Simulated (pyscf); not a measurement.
Addition across a multiple bond or ene-type step: `[O]=[Cr](=[O])=[O]` + `[OH][SiH3]` -> `[O]=[Cr](=[O])([OH])[O][SiH3]`

Gas phase, singlet surface, charge 0. Bonds broken: O5–H7. Bonds formed: Cr2–O5, O4–H7. PySCF, gas phase, ωB97X-D3(BJ)/def2-SVP geometries.

Transition state (Å):

```xyz
10

O     -2.0719    -0.0499     1.0510
Cr    -0.9995    -0.9763     0.4538
O     -0.3838    -1.8766     1.5297
O     -1.3871    -1.6879    -0.9643
O      0.1901    -0.0165    -0.6828
Si     0.3381     1.6708    -0.7754
H     -0.5486    -0.8274    -1.3048
H     -0.9488     2.2471    -1.2486
H      1.4330     1.9699    -1.7328
H      0.6653     2.1650     0.5869
```

One imaginary mode, 1786i cm⁻¹; descent along it reached the two sides named, in the forms told below.

```
bond    change  reactant side (Å)  saddle  product side
------  ------  -----------------  ------  ------------
O5–H7   breaks              0.966   1.261           3.3
Cr2–O5   forms              1.972   1.905         1.720
O4–H7    forms                3.1   1.249         0.969
```

Electronic energies relative to the separated reactants (kcal/mol):

```csv
level,barrier,reaction energy,reverse barrier
ωB97X-D3(BJ)/def2-TZVP,-19.5,-64.1,44.6
PBE/def2-TZVP,-19.1,-59.8,40.7
r²SCAN/def2-TZVP,-22.2,-65.5,43.2
B3LYP-D3(BJ)/def2-TZVP,-19.4,-63.7,44.3
PBE0-D3(BJ)/def2-TZVP,-20.5,-63.9,43.4
M06-2X/def2-TZVP,-21.2,-64.8,43.7
ωB97M-D3(BJ)/def2-TZVP,-16.5,-60.6,44.2
```

With ωB97M-D3(BJ)/def2-TZVP energies and thermal terms (ideal gas, 1 atm, RRHO with modes under 100 cm⁻¹ raised to 100, one conformer, R ln 2 for chiral ones without a mode under 150 cm⁻¹), in kcal/mol:

```csv
T (K),ΔH‡,ΔG‡,ΔH,ΔG
298,-18.1,-6.4,-59.1,-47.6
600,-17.7,5.3,-58.1,-36.3
900,-17.0,16.7,-57.0,-25.7
1200,-16.2,27.8,-55.8,-15.4
```

On the reactant side the descent ends in an adduct with a Cr–O contact, 44.3 kcal/mol under the separated species and 24.8 kcal/mol under the saddle at ωB97X-D3(BJ)/def2-TZVP. At ωB97X-D3(BJ), PBE, r²SCAN, B3LYP-D3(BJ), PBE0-D3(BJ), M06-2X, ωB97M-D3(BJ) the saddle lies under the separated reactants, which points to a path from their complex (located at ωB97X-D3(BJ) alone). What is counted as formed (Cr–O) is already present as a longer contact in the reactant adduct; forming that adduct is a step of its own. One saddle was located; it need not be the lowest between these sides.
